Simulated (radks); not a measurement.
The platinum ion Pt2+ inside a hard spherical wall (all orbitals vanish at R), configuration held at [Xe] 4f14 5d8 and not refilled when levels cross. Calculated with a radial shooting solver on a logarithmic mesh with Libxc functionals: scalar-relativistic Kohn-Sham, LDA (Slater exchange, VWN5 correlation), spin-polarised, spherical densities, point nucleus; open shells are filled with parallel spins first (spin-orbit coupling, left out, can overturn this in heavy ions). Eigenvalues in eV for spin up, with the zero of energy where the potential of the charges vanishes at infinity; a dash marks a level that is unbound or too diffuse for the functional's potential to be trusted. A positive occupied level is held by the wall or, in an anion where self-interaction has pushed it up, behind a barrier. The pressure on the wall is -dE/dV.

[
 {"R (bohr)": "free", "E (hartree)": "-18402.1972", "kinetic (hartree)": "20523.646", "e(5s)": "-123.62", "e(4f)": "-91.677", "e(5p)": "-77.666", "e(5d)": "-26.723", "e(6s, empty)": "-22.875", "e(6p, empty)": "-14.759", "pressure (GPa)": "0"},
 {"R (bohr)": "20", "E (hartree)": "-18402.1972", "kinetic (hartree)": "20523.646", "e(5s)": "-123.62", "e(4f)": "-91.677", "e(5p)": "-77.666", "e(5d)": "-26.723", "e(6s, empty)": "-22.875", "e(6p, empty)": "-14.759", "pressure (GPa)": "< 0.0001"},
 {"R (bohr)": "8", "E (hartree)": "-18402.1972", "kinetic (hartree)": "20523.646", "e(5s)": "-123.62", "e(4f)": "-91.676", "e(5p)": "-77.665", "e(5d)": "-26.723", "e(6s, empty)": "-22.874", "e(6p, empty)": "-14.741", "pressure (GPa)": "0.000516"},
 {"R (bohr)": "7", "E (hartree)": "-18402.1971", "kinetic (hartree)": "20523.647", "e(5s)": "-123.62", "e(4f)": "-91.672", "e(5p)": "-77.661", "e(5d)": "-26.719", "e(6s, empty)": "-22.866", "e(6p, empty)": "-14.675", "pressure (GPa)": "0.00756"},
 {"R (bohr)": "6", "E (hartree)": "-18402.1965", "kinetic (hartree)": "20523.655", "e(5s)": "-123.59", "e(4f)": "-91.639", "e(5p)": "-77.631", "e(5d)": "-26.692", "e(6s, empty)": "-22.805", "e(6p, empty)": "-14.393", "pressure (GPa)": "0.109"},
 {"R (bohr)": "5", "E (hartree)": "-18402.1899", "kinetic (hartree)": "20523.719", "e(5s)": "-123.37", "e(4f)": "-91.409", "e(5p)": "-77.423", "e(5d)": "-26.500", "e(6s, empty)": "-22.399", "e(6p, empty)": "-13.268", "pressure (GPa)": "1.55"},
 {"R (bohr)": "3.5", "E (hartree)": "-18401.9887", "kinetic (hartree)": "20525.028", "e(5s)": "-120.25", "e(4f)": "-87.997", "e(5p)": "-74.500", "e(5d)": "-23.540", "e(6s, empty)": "-16.234", "e(6p, empty)": "-2.633", "pressure (GPa)": "88.6"},
 {"R (bohr)": "3", "E (hartree)": "-18401.5541", "kinetic (hartree)": "20527.352", "e(5s)": "-116.32", "e(4f)": "-83.534", "e(5p)": "-70.833", "e(5d)": "-19.363", "e(6s, empty)": "-7.114", "e(6p, empty)": "10.679", "pressure (GPa)": "383"},
 {"R (bohr)": "2.5", "E (hartree)": "-18400.0937", "kinetic (hartree)": "20534.420", "e(5s)": "-108.05", "e(4f)": "-73.724", "e(5p)": "-62.838", "e(5d)": "-9.306", "e(6s, empty)": "16.028", "e(6p, empty)": "41.542", "pressure (GPa)": "1940"},
 {"R (bohr)": "2", "E (hartree)": "-18394.3813", "kinetic (hartree)": "20559.730", "e(5s)": "-88.722", "e(4f)": "-50.390", "e(5p)": "-42.235", "e(5d)": "18.004", "e(6s, empty)": "81.352", "e(6p, empty)": "120.99", "pressure (GPa)": "12800"},
 {"R (bohr)": "1.5", "E (hartree)": "-18366.2616", "kinetic (hartree)": "20669.137", "e(5s)": "-27.769", "e(4f)": "12.703", "e(5p)": "28.997", "e(5d)": "109.21", "e(6s, empty)": "296.35", "e(6p, empty)": "361.94", "pressure (GPa)": "125000"}
]
